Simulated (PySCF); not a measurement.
# NMR data sheet: C₃H₈FNSi

* Formula: C3H8FNSi
* SMILES: C=C(F)[SiH2]NC
* Point group of the computed structure: C1
* Degrees of unsaturation: 1
* Carbon signals: 3
* Proton signals: 5

Atom-mapped SMILES (the numbers label the heavy atoms): `[CH2:1]=[C:2]([F:3])[SiH2:4][NH:5][CH3:6]` (H(Xn): hydrogen on atom n). Ha(C1) is cis to F3; Hb(C1) is trans to F3.

PySCF 2.14.0 with density-fitted response routines calculation with σ from GIAO-PBE0/pcSseg-1 and structure optimised with GFN2-xTB; one averaged value for each set of equivalent atoms, one computed conformer, non-relativistic, no solvent.

References, each an isolated molecule treated in the same way: 1H (31.72 ppm) and 13C (186.93 ppm) and 29Si (349.16 ppm) against TMS; 19F (170.95 ppm) vs CFCl3; 15N (267.73 ppm) vs NH3.

| carbon | δC, type | δH (multiplicity) | HMBC from (2–3 bonds) | span of the C tensor (ppm) |
| --- | --- | --- | --- | --- |
| C1 | 112.9, CH2 | Ha(C1) 5.66 (m); Hb(C1) 5.02 (m) | H(Si4) | 204 |
| C2 | 179.2, C | – | Ha(C1), H(Si4), Hb(C1) | 175 |
| C6 | 31.8, CH3 | 2.83 (s) | H(Si4) | 56 |

Other nuclei:
```json
{"atoms": "H(Si4)", "nucleus": "1H", "environment": "hydrogen on a silicon bonded to C, N", "δ (ppm)": "5.05", "σ (ppm)": "26.67"}
{"atoms": "H(N5)", "nucleus": "1H", "environment": "hydrogen on a nitrogen bonded to C, Si", "δ (ppm)": "0.15", "σ (ppm)": "31.56"}
{"atoms": "F3", "nucleus": "19F", "environment": "vinylic fluorine", "δ (ppm)": "-102.8", "σ (ppm)": "273.7"}
{"atoms": "Si4", "nucleus": "29Si", "environment": "silicon bonded to C, N, 2 H", "δ (ppm)": "-47.5", "σ (ppm)": "396.6"}
{"atoms": "N5", "nucleus": "15N", "environment": "nitrogen bonded to C, Si, H", "δ (ppm)": "5.4", "σ (ppm)": "262.4"}
```

1. Carbon types of the structure: 1 × C, 1 × CH2, 1 × CH3, leaving 3 H on heteroatoms.
2. δC 179.2: fully substituted alkene carbon.
3. δC 112.9: terminal =CH2 carbon; the olefinic region.
4. δC 31.8: methyl carbon bonded to N; the inductive effect lowers its shielding.
5. δH 5.66, 5.02: hydrogen on a terminal =CH2 carbon; a vinylic proton, deshielded by the sp2 carbon and the C=C anisotropy.
6. δH 0.15: hydrogen on a nitrogen bonded to C, Si; exchangeable, gas-phase position.

The OH or NH signal is concentration- and solvent-dependent in practice; the value given is the gas-phase one. Splittings by 19F in the carbon and heteronuclear signals aren't shown, as no couplings were computed. Shifts are as computed. Against solution values, carbons near 30 ppm lie about +3 ppm off and those near 130 ppm about +5 ppm (rms about the fit 2.1 ppm; single classes can miss by 10 ppm). Of 1328 compounds with measured shifts, 309 miss one by over three times the rms of a fit or turn the order of signals round; such compounds aren't used in these exercises. Signals without a measured value on file couldn't be tested in this way; 1H shifts scatter by 0.2 ppm about their fit, and single ones miss by 0.5 ppm. Unscaled 19F shifts against computed CFCl3 carry errors that often reach 10 to 50 ppm. Experimental scales use liquid or dissolved standards, which lie at an offset from isolated NH3 (liquid NH3: subtract about 20 ppm). No couplings were computed; multiplicities are counted from neighbouring protons, with m where these are inequivalent, close in shift, in a saturated or five-membered ring or joined by F or P, and br s for small geminal =CH2 splittings.
